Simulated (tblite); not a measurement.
What does the GFN2-xTB structure of `C=C[C@@H]1C[P@@]1(=O)P` look like in three dimensions?

```
atom  x, y, z in Å
C1    -2.750   -0.279   -0.046
C2    -1.618    0.147   -0.585
C3    -0.351    0.252    0.136
C4     0.624    1.404   -0.257
P5     1.157   -0.243   -0.786
O6     1.128   -0.637   -2.206
P7     2.727   -1.065    0.479
H8    -3.657   -0.360   -0.620
H9    -2.811   -0.562    0.992
H10   -1.572    0.420   -1.632
H11   -0.400    0.038    1.197
H12    0.266    2.064   -1.037
H13    1.093    1.919    0.569
H14    2.492   -2.329   -0.065
H15    3.668   -0.761   -0.507
```

Orientation and origin are arbitrary. Atoms count from 1 in this order. P7 (three-coordinate phosphorus) is pyramidal (angles 92.0°, 89.7° and 89.6°, sum 271.3°, 0.89 Å off the plane of its three neighbours). The 3 C–C bonds span 1.324 Å (C1=C2, drawn double) to 1.560 Å (C3–C4, drawn single), a spread of 0.236 Å. The C–P distances run from 1.810 Å (C4–P5, drawn single) to 1.836 Å (C3–P5, drawn single), a spread of 0.026 Å. P5 (phosphoryl phosphorus) has angles from 50.6° to 122.7°.

Bonds between heavy atoms (Å): C1=C2 1.324, C2–C3 1.462, C3–C4 1.560, C4–P5 1.810, P5=O6 1.474, P5–P7 2.177, C3–P5 1.836.

The geometry is computed with GFN2-xTB (gas phase).

Point group: C1 (no symmetry element, even within 0.4 Å). Its GFN2-xTB frequencies are all real (lowest 67 cm⁻¹). The numbers are those of one conformer (C1–C2–C3–C4 -147°, C4–P5–P7–H 165° and -103°). 2 starts were optimised and ended at 0.00 and 0.88 kcal/mol (GFN2-xTB); the lowest of these is shown.

On an Arm Neoverse V1 with one thread (shared host), this took 0.76 s wall. This is the geometry optimisation.
